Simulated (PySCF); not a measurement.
ClSe₂⁺, singlet: computed properties

Level of theory: PBE0 in PySCF with Cl def2-TZVP, Se def2-TZVP; no relativity; density-fitted integrals.

The structure is a minimum.

Z-matrix (Å, degrees; charge 1 multiplicity 1):
```
Cl
Se 1 2.0846
Se 1 2.0846 2 123.78
```

```json
{"Point group": "C2v", "Bond lengths": "Cl–Se 2.085 Å (×2)", "Bond angles": "Se–Cl–Se 123.8°", "Zero-point energy": "6.0 kJ/mol", "Principal quadrupole moments (Buckingham, traceless) about the centre of mass": "-9.88, -7.99, 17.88 D Å", "Entropy at 298.15 K and 1 bar": "302.5 J/(mol K)", "Highest occupied level": "-13.26 eV", "Enthalpy at 298.15 K above 0 K": "13.14 kJ/mol", "Dipole moment about the centre of mass": "0.18 D", "Heat capacity Cp at 298.15 K": "53.1 J/(mol K)", "Rotational constants": "0.6092, 0.0312, 0.02968 cm⁻¹", "Rotational symmetry number": "2", "Principal polarisabilities": "35.0, 41.6, 134.7 bohr³", "Lowest empty level": "-11.25 eV"}
```

Harmonic modes (masses in u: Cl 34.969, Se 79.917):
```
symmetry  ω (cm⁻¹)  IR (km/mol)  μ (u)
      a1       147          0.2  62.03
      a1       367          0.1  45.25
      b2       483         18.6  39.89
```

In C2v the vibrations span 2a1 + b2. Here b1 is antisymmetric to the molecular plane and b2 lies in it.

Charges (e):
```
 atom  Mulliken  Löwdin  polar tensor  Mayer order to Cl1
  Cl1      0.30    0.56          0.43                   –
Se2,3      0.35    0.22          0.29                1.25
```
Other Mayer orders above 0.3: Se–Se 0.90.

Mulliken populations on Cl1: s 5.92, p 10.52, d 0.25, f 0.01.

Outer orbital energies (eV). occupied: -26.61, -23.88, -19.10, -18.71, -18.60, -13.42, -13.36, -13.26; empty: -11.25, -8.91, -7.12, -1.78.

Counting electrons, chlorine keeps 2 of its valence electrons outside its bonds, so the VSEPR class is AX2E1 and the expected shape is bent (C2v), as computed.

Other isomers or separated fragments may lie lower.

The final relaxation and frequency run took of the order of 100 core-seconds on a shared host.
